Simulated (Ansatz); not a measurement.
Frontier orbitals of C3H6Sn (`C#[C][SnH2][CH3]`).

Total charge 0; spin multiplicity 1. Correlated methods include outer-core shells of Sn, which these sets cover unevenly. Sn: def2 effective core potential. Geometry: relaxed with PBE0-D4/def2-TZVP. Basis def2-TZVPP, Ansatz 0.2.0.

```json
{"functional": "LDA (SPW92)", "HOMO (eV)": "-6.87", "LUMO (eV)": "-1.00", "gap (eV)": "5.87"}
{"functional": "PBE", "HOMO (eV)": "-6.70", "LUMO (eV)": "-0.79", "gap (eV)": "5.91"}
{"functional": "BLYP", "HOMO (eV)": "-6.53", "LUMO (eV)": "-0.70", "gap (eV)": "5.83"}
{"functional": "PBE0", "HOMO (eV)": "-7.88", "LUMO (eV)": "0.02", "gap (eV)": "7.90"}
{"functional": "B3LYP", "HOMO (eV)": "-7.64", "LUMO (eV)": "-0.22", "gap (eV)": "7.42"}
{"functional": "BHLYP", "HOMO (eV)": "-8.90", "LUMO (eV)": "0.74", "gap (eV)": "9.64"}
{"functional": "ωB97M-V", "HOMO (eV)": "-10.10", "LUMO (eV)": "1.47", "gap (eV)": "11.57"}
```

A quarter of exact exchange (PBE0) shifts PBE's HOMO by −1.18 eV and its LUMO by +0.82 eV; full exchange at long range (ωB97M-V) shifts them by −3.41 and +2.27 eV. The gap opens from 5.90 to 11.58 eV, since occupied levels lose self-interaction and empty ones feel all the electrons. A positive LUMO is unbound and depends on the basis.

B3LYP here is the variant with VWN-RPA as its local correlation; programs differ in this.
